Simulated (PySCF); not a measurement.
Species: C₄H₇Cl₂NSi.
Cartesian coordinates in Å at the GFN2-xTB level; atoms count from 1:
```
atom  x, y, z in Å
C1     2.250    1.036    0.277
C2     1.591    0.106   -0.397
Si3   -0.274   -0.116   -0.389
N4    -0.853    0.645    1.036
C5    -1.686    1.532    1.316
C6    -0.657   -1.966    0.004
Cl7    0.126   -2.998   -1.204
Cl8   -2.410   -2.248   -0.029
H9     1.737    1.742    0.908
H10    3.325    1.130    0.234
H11    2.153   -0.579   -1.019
H12   -0.870    0.150   -1.703
H13   -1.837    1.802    2.358
H14   -2.289    2.075    0.586
H15   -0.309   -2.303    0.978
```

Computed at PBE0/pcSseg-1 (PySCF, non-relativistic), with Q(14N) = 0.02044 b, Q(35Cl) = −0.0817 b: N4, 14N (I = 1): χzz = -4.929 MHz, η = 0.737; Cl7, 35Cl (I = 3/2): χzz = -76.61 MHz, η = 0.051; Cl8, 35Cl (I = 3/2): χzz = -77.41 MHz, η = 0.053.

**Question.** Find the zero-field quadrupole resonance frequencies of 14N at N4.

**Answer.** From ν± = (3/4)|χ|(1 ± η/3) and ν0 = |χ|η/2: ν+ 4.605 MHz, ν− 2.788 MHz, ν0 1.817 MHz (C=N nitrogen).

**Question.** Where would the pure quadrupole (NQR) lines of 35Cl at Cl7 fall for the rigid, isolated species?

**Answer.** From ν = (|χ|/2)√(1 + η²/3): ν = 38.32 MHz (alkyl chlorine). For 37Cl the ratio of quadrupole moments, 0.7881, gives 30.20 MHz.

**Question.** Where would the pure quadrupole (NQR) lines of 35Cl at Cl8 fall for the rigid, isolated species?

**Answer.** From ν = (|χ|/2)√(1 + η²/3): ν = 38.72 MHz (alkyl chlorine). For 37Cl the ratio of quadrupole moments, 0.7881, gives 30.52 MHz.

**Question.** Apply the simplest Townes–Dailey estimate (no s hybridisation, no π bonding), ionic character = 1 − χzz/χ0, where χ0 is the coupling for one missing p electron along the bond: −109.74 MHz for 35Cl.

**Answer.** Cl7 on C6: 1 − (-76.61)/(-109.74) = 0.30; Cl8 on C6: 1 − (-77.41)/(-109.74) = 0.29. In this model a purely covalent bond gives χ0 and a free halide ion gives zero; s hybridisation or π bonding, where present, is counted here as ionic character.

In a crystal, neighbours and librations shift these lines. GFN2-xTB bond lengths can be off by several hundredths of an ångström, more for odd bonds, and the gradients follow them. A larger basis could move these couplings by a tenth or more.

The run behind these numbers computed NMR shieldings as well. Time: 55 s; peak memory 0.79 GiB. Hardware: one thread, Arm Neoverse N1 (aarch64), no GPU, shared host.

One conformer stands for the species.
